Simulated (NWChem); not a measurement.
Species: InHBrCl; SMILES [Cl][InH][Br]

```xyz
4

In    -0.5722    -0.5146     0.0000
H     -2.2321    -0.9004     0.0000
Cl     1.1040    -2.1492     0.0000
Br     0.3286     1.7901     0.0000
```
Atoms are numbered in this order, from 1.

All runs: NWChem. Medium grid unless said otherwise, to which SCAN and Minnesota functionals are sensitive. Coordinates come from a PBE0/def2-SVP optimisation. def2 effective core potentials on In; no spin-orbit coupling.

Question: Among these, which level gives the lowest value of “dipole (D)”?
A. BLYP/def2-SVP
B. CAM-B3LYP/def2-SVP
C. M06/def2-SVP
D. SCAN/def2-SVP

Answer: A, BLYP/def2-SVP. Values: BLYP/def2-SVP 2.05; M06/def2-SVP 2.38; CAM-B3LYP/def2-SVP 2.39; SCAN/def2-SVP 2.41
